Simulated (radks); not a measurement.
Results of a calculation; reference values are marked as such.
Tb5+, 60 electrons, occupied as [Kr] 4d10 4f7 5s2 5p5 (the NIST ground configuration). Code: a radial shooting solver on a logarithmic mesh with Libxc functionals. Model: non-relativistic Kohn-Sham, LDA (Slater exchange, Perdew-Wang correlation), spin-unpolarised, spherical densities, point nucleus; relativity is left out, which matters for an element this heavy.

Normalised radial functions P(r) = r R(r), r in bohr:

| r | 4d |
|---|---|
| 0.00117 | 0.0000 |
| 0.001535 | 0.0000 |
| 0.002031 | 0.0000 |
| 0.002666 | 0.0001 |
| 0.003528 | 0.0002 |
| 0.00463 | 0.0005 |
| 0.006127 | 0.0011 |
| 0.008042 | 0.0024 |
| 0.01064 | 0.0052 |
| 0.01397 | 0.0109 |
| 0.01833 | 0.0224 |
| 0.02426 | 0.0459 |
| 0.03184 | 0.0886 |
| 0.04212 | 0.1660 |
| 0.05529 | 0.2870 |
| 0.07316 | 0.4627 |
| 0.09603 | 0.6580 |
| 0.1271 | 0.8035 |
| 0.1668 | 0.7591 |
| 0.2207 | 0.3932 |
| 0.2896 | -0.2625 |
| 0.3832 | -0.9953 |
| 0.503 | -1.3961 |
| 0.6656 | -1.2944 |
| 0.8736 | -0.8590 |
| 1.156 | -0.3969 |
| 1.517 | -0.1273 |
| 2.007 | -0.0242 |
| 2.635 | -0.0026 |
| 3.486 | -0.0001 |
| 4.576 | 0.0000 |

4d: eigenvalue -220.48 eV, 1 radial node at r = 0.262 bohr, <r> = 0.618 bohr, 90 % of the charge inside 0.926 bohr.
